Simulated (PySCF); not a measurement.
# Magnetisability: `C(=C)B([SiH3])S[SiH3]`, C2H9BSSi2

Molfile (atoms numbered from 1):
```
C2H9BSSi2
     RDKit          3D

 15 14  0  0  0  0  0  0  0  0999 V2000
   -2.5437   -1.7574   -0.0734 C   0  0  0  0  0  0  0  0  0  0  0  0
   -2.0246   -0.5494   -0.3519 C   0  0  0  0  0  0  0  0  0  0  0  0
   -0.5101   -0.1936   -0.2622 B   0  0  0  0  0  0  0  0  0  0  0  0
    0.0843    1.7023   -0.6677 Si  0  0  0  0  0  4  0  0  0  0  0  0
    0.6122   -1.5134    0.2511 S   0  0  0  0  0  0  0  0  0  0  0  0
    2.5930   -0.6497    0.2308 Si  0  0  0  0  0  4  0  0  0  0  0  0
   -3.6165   -1.9643   -0.1482 H   0  0  0  0  0  0  0  0  0  0  0  0
   -1.9081   -2.5931    0.2420 H   0  0  0  0  0  0  0  0  0  0  0  0
   -2.7241    0.2368   -0.6642 H   0  0  0  0  0  0  0  0  0  0  0  0
    1.3683    1.7616   -1.4382 H   0  0  0  0  0  0  0  0  0  0  0  0
   -0.9598    2.4368   -1.4507 H   0  0  0  0  0  0  0  0  0  0  0  0
    0.3079    2.4542    0.6107 H   0  0  0  0  0  0  0  0  0  0  0  0
    3.4576   -1.6478    0.9217 H   0  0  0  0  0  0  0  0  0  0  0  0
    3.0756   -0.4450   -1.1644 H   0  0  0  0  0  0  0  0  0  0  0  0
    2.6084    0.6441    0.9723 H   0  0  0  0  0  0  0  0  0  0  0  0
  1  2  2  0
  2  3  1  0
  3  4  1  0
  3  5  1  0
  5  6  1  0
  1  7  1  0
  1  8  1  0
  2  9  1  0
  4 10  1  0
  4 11  1  0
  4 12  1  0
  6 13  1  0
  6 14  1  0
  6 15  1  0
M  END
```

Method used: GIAO wB97X-D/pcSseg-1 magnetisability, rotational g tensor and spin-rotation constants, non-relativistic, gas phase (PySCF 2.14.0). Geometry: PBE0-D3(BJ)/def2-SVP.

Question: What are the magnetisability and the molar susceptibility?

Answer: Isotropic -1294 × 10⁻³⁰ J/T², or -77.9 × 10⁻⁶ cm³/mol; principal values -1536, -1208, -1140 × 10⁻³⁰ J/T², anisotropy 367 × 10⁻³⁰ J/T² (root of half the summed squared differences of the principal values). The susceptibility is in cgs units.

Question: Split it along the inertial axes a, b, c into diamagnetic and paramagnetic parts about the centre of mass, with the quadrupole moment.

Answer: 
```
axis  χ (10⁻⁶ cm³/mol)  diamagnetic (10⁻⁶ cm³/mol)  paramagnetic (10⁻⁶ cm³/mol)  summed x² of all electrons (Å²)  quadrupole Θ (D Å)
   a             -71.4                      -701.7                        630.3                            229.5               +9.85
   b             -69.9                     -1055.8                        985.9                            146.0               -5.30
   c             -92.5                     -1593.3                       1500.8                             19.4               -4.54
```
Anisotropies 2χaa − χbb − χcc = +19.6 and 2χbb − χaa − χcc = +24.0 × 10⁻⁶ cm³/mol. Θ is traceless in Buckingham's convention.

Question: And the rotational g tensor?

Answer: 
| axis | rotational constant (GHz) | g | nuclear part | electronic part |
| --- | --- | --- | --- | --- |
| a | 2.1135 | -0.0430 | 0.5828 | -0.6258 |
| b | 1.3059 | -0.0220 | 0.5829 | -0.6049 |
| c | 0.8228 | -0.0053 | 0.5748 | -0.5801 |

Asymmetric top; isotopes 11B, 12C, 1H, 32S, 28Si; no vibrational averaging.
